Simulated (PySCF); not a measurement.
NMR data simulated for an unnamed compound:

¹H NMR (300 MHz, computed): δ 11.35 (m, 1H), 10.45 (m, 1H), 5.09 (m, 3H), 4.35 (s, 3H).

¹³C{¹H} NMR (computed): δ 202.9 (CH), 181.8 (C), 178.7 (C), 161.1 (CH), 136.7 (C), 55.9 (CH3).

- GFN2-xTB geometry
- shieldings: GIAO PBE0/pcSseg-1
- code: PySCF 2.14.0 with density-fitted response routines
- relativity neglected, in vacuum, single conformer, fast rotation and ring inversion assumed for equivalent nuclei

Chemical shifts δ = σref − σ; ¹H (σref 31.72) and ¹³C (σref 186.93) vs TMS, all at this level.

Which of these does the molecule contain: a carboxylic acid, an ester, a methoxy group, a nitrile, a Si–H bond, an N-methyl group?

## Answers


- A carboxylic acid: no.
- An ester: yes (δC 178.7).
- A methoxy group: yes (δC 55.9; δH 4.35 (s)).
- A nitrile: no.
- A Si–H bond: yes (δH 5.09 (m)).
- An N-methyl group: no.

The data belong to `COC(=O)c1cpcpc1[SiH3]`, C₆H₈O₂P₂Si; they needn't prove each group on their own.

Carbon signals by region: 4 in the far downfield region (above 160 ppm), 1 in the sp2 and nitrile region (100–160 ppm), 1 at 50–100 ppm. Above 160 ppm: 202.9, aromatic CH, 181.8, substituted aromatic carbon, 178.7, ester carbonyl carbon, 161.1, aromatic CH.

Splittings by ³¹P in the carbon and heteronuclear signals aren't shown, as no couplings were computed. Shifts are as computed. Against solution values, carbons near 30 ppm lie about +3 ppm off and those near 130 ppm about +5 ppm. Of 1211 compounds with measured shifts, 218 miss one by over three times the rms of a fit or turn the order of signals round; such compounds aren't used in these exercises. No couplings were computed; multiplicities are counted from neighbouring protons, with m where these are inequivalent, close in shift, in a saturated or five-membered ring or joined by F or P, and br s for small geminal =CH2 splittings.
